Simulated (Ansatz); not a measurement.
`[CH3][W](=[NH])(=[NH])[Cl]`, charge 0, multiplicity 1.

Q: Give a relaxed structure at PBE0-D4/def2-TZVP (Ansatz). (Estimate.)

A: Computed: 
```xyz
10

C     1.215   -0.417    0.799
W    -0.685   -0.077   -0.055
N    -0.874    1.652    0.064
N    -0.479   -0.593   -1.707
Cl   -2.355   -1.221    1.022
H     2.014    0.124    0.291
H     1.190   -0.096    1.845
H     1.434   -1.488    0.747
H    -0.998    2.584   -0.298
H    -0.462   -0.469   -2.708
```
Point group Cs.
This is one stationary point; other conformers may exist.
